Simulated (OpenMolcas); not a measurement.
Pt6+ (d4) among equal point charges was computed by CASSCF with the d shell active (OpenMolcas, ANO-RCC-VDZP on the metal). Its lowest spin-free states, and all those of the highest spin:

```csv
2S+1,Degeneracy,E (cm-1)
5,1,0.0
5,1,4757
5,1,8887
5,2,9872
3,2,21770
3,1,22488
3,1,22694
3,1,24423
3,2,25514
3,1,26921
3,1,27019
3,2,27061
```

Question: Is the site octahedral, tetrahedral or cube-like, axial, or of lower symmetry?

Answer: The states with 2S+1 = 5 have orbital degeneracies 1, 1, 1, 2. There are pairs but no triples, so the site is axial: not cubic, but with a proper or improper axis of order three or more. The run had Pt6+ among 5 point charges of -2 e arranged as a square pyramid (C4v), 2.1 Å from the ion, with the axial distance 2.016 Å.

Spin-orbit coupling mixes the spin-free states strongly: the lowest level takes only 27 % from its leading state, 2S+1 = 5. Without dynamic correlation the repulsion within the d shell is too large (B by tens of per cent), so at a given field states of lower spin stand too high. Point charges give a weaker field than real ligands, and real ions of this kind are as a rule low spin; the high spin found here belongs to the model. Point charges carry no covalency, so the field is a model and not that of real ligands. An unlabelled pair can be two single states that coincide in this model. No measured value stands beside these numbers.
